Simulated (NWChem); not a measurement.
HSO$_{3}$, doublet; SMILES O=[S](O)=O

```xyz
5

O      1.4300     0.1736     0.1957
S      0.0328     0.1280    -0.2512
O     -0.9751     1.0877     0.1868
O     -0.5644    -1.3454     0.1508
H      0.1812    -1.9682     0.1694
```
Atoms are numbered in this order, from 1.

Computed with NWChem. Geometry optimised at PBE0/def2-SVP; all other runs use it. Pople sets run with spherical d functions. Spin-unrestricted. Excited states of an open shell can be spin-contaminated.

```
quantity                                                    level  value
-----------------------------------------  ----------------------  -----
highest occupied level (eV)                           SCAN/6-31G*  -7.03
dipole in solution (D) in dichloromethane         PBE/6-31G*, SMD   3.19
vertical, lowest state with f > 0.02 (eV)  CAM-B3LYP/6-31+G*, TDA   3.21
A(iso) 17O atom 4 (MHz)                            TPSSh/IGLO-III  -43.1
dipole (D)                                          PBE0/def2-SVP   2.76
highest harmonic frequency (cm⁻¹)                   PBE0/def2-SVP   3801
```
